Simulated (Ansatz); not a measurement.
`BrC1CO1`, charge 0, multiplicity 1.

**Question.** Give a relaxed structure at PBE0-D4/def2-TZVP (the Gaussian-basis code of Ansatz). (Estimate.)

**Answer.** The calculation gave: 
Z-matrix (Å, degrees):
```
C
C 1 1.452
O 1 1.381 2 60.7
Br 1 1.922 2 120.1 3 106.4
H 1 1.084 2 123.1 3 -105.1
H 2 1.086 1 119.9 3 102.3
H 2 1.085 1 118.5 3 -102.8
```
